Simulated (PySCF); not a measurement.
**Ho(OH)3 at several levels of theory**

Computed with PySCF 2.14.0 (density fitting, no spin-orbit coupling) at the geometry relaxed with PBE0:

```xyz
7
Ho(OH)3 (singlet in the valence; each metal's 4f electrons, 10 of them, lie in its core potential, out of spins and levels)
Ho    0.0000    0.0000    0.1439
O     2.0348    0.0000    0.1445
H     2.9899    0.0000    0.1461
O    -1.0174    1.7622    0.1445
H    -1.4950    2.5894    0.1461
O    -1.0174   -1.7622    0.1445
H    -1.4950   -2.5894    0.1461
```

```csv
level,basis,state,HOMO (eV),gap (eV),charge on Ho1 (e),population of f-type functions on Ho1 (polarisation alone where 4f lies in the core),dipole about the centre of mass (D),largest force component (eV/Å)
PBE0,"Ho lcecp-1-SVP with ECP56, O def2-SVP, H def2-SVP",singlet,-7.64,6.35,1.06,0.08,0.00,0.01
TPSSh,the same,singlet,-6.69,5.21,1.03,0.08,0.00,0.29
PBE0,"Ho lcecp-1-TZVP with ECP56, O def2-TZVP, H def2-TZVP",singlet,-7.88,6.53,1.64,0.09,0.00,0.27
```

In the lcecp rows the 4f levels are missing from HOMO and gap, and the state counts the valence alone.

Charges are Mulliken's, which hang on the basis. The relaxation used the grid (50, 194), these runs (75, 302) or, all-electron (x2c bases, spin-free X2C Hamiltonian), (99, 590).

What does r2SCAN with Ho lcecp-1-SVP with ECP56, O def2-SVP, H def2-SVP give here?

state singlet, HOMO (eV) -6.31, gap (eV) 4.72, charge on Ho1 (e) 1.03, population of f-type functions on Ho1 (polarisation alone where 4f lies in the core) 0.08, dipole about the centre of mass (D) 0.00, largest force component (eV/Å) 0.15. Time: 5.3 s on 2 threads of Intel(R) Xeon(R) 6975P-C (Granite Rapids), on a shared host, from an already converged density.

In the first row's basis the gap widens with exact exchange: 4.7 eV for r2SCAN (none); 5.2 to 6.3 eV for TPSSh, PBE0 (a fixed share).

An lcecp potential fixes the number of 4f electrons, so in runs with it no electron can move into or out of that shell.
